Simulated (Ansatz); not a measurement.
Method: frozen-core CCSD(T)/cc-pVTZ // B3LYP-D3(BJ)/def2-TZVP (Ansatz, a program for electronic structure).

Ansatz 0.2 input:
```yaml
crystal:
  periodic: [false, false, false]
  atoms:
    - { symbol: C, position_ang: [1.951905, -0.195123, 0.037879] }
    - { symbol: C, position_ang: [0.752598, -0.075227, 0.014603] }
    - { symbol: Si, position_ang: [-1.063172, 0.106283, -0.020633] }
    - { symbol: H, position_ang: [3.010279, -0.300929, 0.05842] }
    - { symbol: H, position_ang: [-1.409425, 1.501138, -0.368025] }
    - { symbol: H, position_ang: [-1.627691, -0.811586, -1.033069] }
    - { symbol: H, position_ang: [-1.614494, -0.224556, 1.310826] }
basis:
  gaussian: { orbitals: cc-pVTZ }
correlation:
  method: ccsd_t
```

Output:

```
Functional definition: HF
854 factors; integrals over basis functions are off by at most 9.9e-4 eV
mean field evaluation 1: about -9983.8327 eV, gradient 2.6e1 eV
mean field evaluation 2: about -9983.8439 eV, gradient 2.6e1 eV
mean field evaluation 4: about -9985.9108 eV, gradient 2.6e0 eV
mean field evaluation 8: about -9985.9368 eV, gradient 2.2e-1 eV
mean field evaluation 16: about -9985.9223 eV, gradient 4.5e-1 eV
mean field -9985.93694953 eV, -366.9764141842 hartree, gradient 2.0e-6 eV, S^2 0.000000; 0 other end points of the search recorded, 0 dependent functions left out
7 core orbitals not correlated
reference -9985.93694953 eV, -366.9764141842 hartree; 8, 8 occupied and 135, 135 virtual orbitals, 854 factors
second order -11.68016910 eV of doubles, -0.00000000 eV of singles
cycle   1  -11.99226207 eV  change   -3.1e-1 eV  update   9.0e-2
cycle   2  -12.40556179 eV  change   -4.1e-1 eV  update   2.8e-2
cycle   3  -12.48599737 eV  change   -8.0e-2 eV  update   1.3e-2
cycle   4  -12.48775160 eV  change   -1.8e-3 eV  update   3.5e-3
cycle   5  -12.48921302 eV  change   -1.5e-3 eV  update   1.0e-3
cycle   6  -12.48946787 eV  change   -2.5e-4 eV  update   2.9e-4
cycle   7  -12.48956366 eV  change   -9.6e-5 eV  update   7.7e-5
cycle   8  -12.48961529 eV  change   -5.2e-5 eV  update   2.2e-5
cycle   9  -12.48961880 eV  change   -3.5e-6 eV  update   6.0e-6
perturbative correction -0.58791734 eV, -0.0216055639 hartree
Total energy: -9999.01448568 eV, -367.4570047732 hartree
```

Cost: roughly 21 core-seconds.
